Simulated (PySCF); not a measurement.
Computed with PBE/[Ge def2-TZVP, F def2-TZVP], no relativity, density fitting, PySCF. Open shells, if any, are unrestricted.

Problem. What spin state, shape and geometry does isolated GeF2 take (every ligand bound to Ge)?

Solution. Counting electrons, germanium keeps 2 of its valence electrons outside its bonds, so the VSEPR class is AX2E1 and the expected shape is bent (C2v), as computed. The lowest minimum found is a singlet of C2v symmetry with Ge–F 1.772 Å (×2); F–Ge–F 97.8°. Its harmonic wavenumbers are 238 (a1), 628 (b2), 651 (a1) cm⁻¹ and its dipole moment is 2.46 D.
